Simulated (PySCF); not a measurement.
CBr3, SMILES Br[C](Br)Br, multiplicity 2. Geometry optimised at PBE-D3(BJ)/def2-SVP.

These are PySCF with PBE-D3(BJ)/def2-SVP values and carry that method's errors.

Harmonic wavenumbers (cm⁻¹): 156, 156, 230, 303, 749, 749. Rotational constants (GHz): 1.217, 1.217, 0.6101; symmetry number 3.

Work out the zero-point energy and the ideal-gas rigid-rotor harmonic-oscillator thermochemistry at 298.15 K and 1 atm.

ZPE = ½ Σ hcν = ½ × 2343 cm⁻¹ = 3.35 kcal/mol. H − E(el) = 7.22 kcal/mol. Entropy in cal/(mol K): translation 42.47, rotation 28.07, vibration 8.98, spin 1.38, total 80.89. G − E(el) = -16.90 kcal/mol. Cp = 16.68 cal/(mol K).
